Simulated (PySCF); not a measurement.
C3H3FN2O.
Numbering: `[F:1][CH2:2][c:3]1[n:4][cH:5][n:6][o:7]1` (hydrogens: H8, H9 on C2; H10 on C5)

Structure optimised with GFN2-xTB, isolated species.

Q: List the bond lengths, angles and torsions at this level.

A: 
```json
{"bond": "F1–C2", "length (pm)": "136.6", "order": "single"}
{"bond": "C2–C3", "length (pm)": "148.8", "order": "single"}
{"bond": "C3–N4", "length (pm)": "130.0", "order": "aromatic"}
{"bond": "N4–C5", "length (pm)": "135.8", "order": "aromatic"}
{"bond": "C5–N6", "length (pm)": "129.8", "order": "aromatic"}
{"bond": "N6–O7", "length (pm)": "135.3", "order": "aromatic"}
{"bond": "C3–O7", "length (pm)": "133.5", "order": "aromatic"}
{"bond": "C2–H8, C2–H9", "length (pm)": "109.6", "order": "single"}
{"bond": "C5–H10", "length (pm)": "106.9", "order": "single"}
```

Bonds in one row agree within 1 pm and their mean is given. Orders are formal, as drawn. A selection of angles:
```json
{"angle": "F1–C2–C3", "degrees": "110.9"}
{"angle": "F1–C2–H8", "degrees": "108.3"}
{"angle": "C3–C2–H8", "degrees": "109.4"}
{"angle": "H8–C2–H9", "degrees": "110.6"}
{"angle": "C2–C3–N4", "degrees": "126.3"}
{"angle": "C2–C3–O7", "degrees": "121.4"}
{"angle": "N4–C3–O7", "degrees": "112.3"}
{"angle": "C3–N4–C5", "degrees": "102.6"}
{"angle": "N4–C5–N6", "degrees": "113.3"}
{"angle": "N4–C5–H10", "degrees": "123.3"}
{"angle": "N6–C5–H10", "degrees": "123.3"}
{"angle": "C5–N6–O7", "degrees": "105.1"}
{"angle": "C3–O7–N6", "degrees": "106.7"}
```

Dihedral angles: F1–C2–C3–N4 -137° (anticlinal). The mirror-image conformer, all signs reversed, is as good.

The 5-membered ring C3–N4–C5–N6–O7 has internal angles of 102.6° to 113.3°; it is planar, 0.00 Å rms from its mean plane, widest ring torsion 0°. The C–N distances run from 1.298 Å (C5–N6, aromatic) to 1.358 Å (N4–C5, aromatic), a spread of 0.060 Å. N6 (pyridine-type nitrogen) is bent (angle 105.1°).

Point group: C1 (no symmetry element, even within 0.4 Å). No frequency check. One conformer, not necessarily the lowest.

The numbers are calculated, not measured.
